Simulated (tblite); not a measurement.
`C[Si@H](C#CC(N)=O)[SiH2][SiH3]`. Computed geometry: GFN2-xTB, gas phase.

```
atom  x, y, z in Å
C1     0.2773    2.6839   -1.0750
Si2   -0.2750    1.5739    0.3737
C3     0.8835    0.1197    0.3094
C4     1.6039   -0.8463    0.2246
C5     2.4071   -2.0467    0.1651
N6     3.6380   -1.8403   -0.3709
O7     2.0186   -3.1282    0.5489
Si8   -2.4631    0.7973    0.1842
Si9   -2.7579   -1.5000    0.1533
H10    0.1562    2.1705   -2.0251
H11    1.3212    2.9732   -0.9902
H12   -0.3155    3.5930   -1.1159
H13    0.0874    2.2588    1.6285
H14    3.9383   -0.9308   -0.6724
H15    4.2723   -2.6181   -0.4445
H16   -3.2329    1.4172    1.2788
H17   -3.0522    1.4236   -1.0158
H18   -1.4822   -2.2015    0.2621
H19   -3.6200   -1.9455    1.2513
H20   -3.4105   -1.9431   -1.0828
```

Question: Work out the bond lengths C1–H12, C4–C5, N6–H14, Si8–H16, Si9–H19, Si9–H20 in Å.

Answer: For C1–H12 the difference vector is (-0.5928, 0.9091, -0.0409) Å, of length 1.0861 Å. C1–H12 1.086; C4–C5 1.446; N6–H14 1.004; Si8–H16 1.475; Si9–H19 1.465; Si9–H20 1.466 Å.

Question: How far are the heavy atoms from their best plane (unweighted least squares)?

Answer: 0.364 Å rms; C1 0.58, Si2 0.59, C3 0.38, C4 0.19, C5 0.01, N6 0.38, O7 0.14, Si8 0.07, Si9 0.40 Å (magnitudes).

Question: Give the dihedral angles H12–C1–Si2–Si8, H11–C1–Si2–Si8, H16–Si8–Si9–H18, H10–C1–Si2–C3.

Answer: H12–C1–Si2–Si8 63° (synclinal); H11–C1–Si2–Si8 -176° (antiperiplanar); H16–Si8–Si9–H18 -123° (anticlinal); H10–C1–Si2–C3 62° (synclinal). Dihedral signs follow IUPAC: positive where, seen along the central bond, the front bond turns clockwise onto the rear one.

Question: Where is the centre of mass (commonest isotopes), and what is the radius of gyration?

Answer: Mass 173.015 u; centre at (-0.080, -0.279, 0.093) Å; Rg = √(Σ m r²/M) = 2.857 Å. As Ia + Ib + Ic = 2 Σ m r², the three principal moments sum to 2823.6 u·Å².

Question: What are the angles Si2–C1–H12, C3–Si2–Si8, H18–Si9–H20, Si8–Si9–H19, Si8–Si9–H18?

Answer: From the scalar product of the two bond vectors; for Si2–C1–H12 it is -0.7409 Å² over 1.9068 × 1.0861 Å², cos θ = -0.3578. Si2–C1–H12 111.0°; C3–Si2–Si8 108.8°; H18–Si9–H20 107.8°; Si8–Si9–H19 111.5°; Si8–Si9–H18 111.4°.

Question: How far apart are these pairs, which share no bond: C3···H15, Si8···H18, H13···H20, H15···H20?

Answer: C3···H15 4.421 Å (4 bonds apart); Si8···H18 3.156 Å (2 bonds apart); H13···H20 6.103 Å (4 bonds apart); H15···H20 7.739 Å (8 bonds apart).

Question: Write the matrix of distances between heavy atoms (Å, lower triangle).

Answer: 
```
C1    0.000
Si2   1.907  0.000
C3    2.976  1.860  0.000
C4    3.989  3.068  1.208  0.000
C5    5.334  4.511  2.652  1.446  0.000
N6    5.680  5.246  3.448  2.341  1.358  0.000
O7    6.281  5.235  3.449  2.342  1.212  2.264  0.000
Si8   3.557  2.330  3.417  4.387  5.640  6.670  5.969  0.000
Si9   5.313  3.958  3.988  4.411  5.194  6.426  5.062  2.316  0.000
```

GFN2-xTB frequencies show an imaginary mode (22i cm⁻¹), so the point is no minimum at that level.

On one thread, Arm Neoverse V1 (aarch64), on a shared host, this took 0.99 s. This is the geometry optimisation.
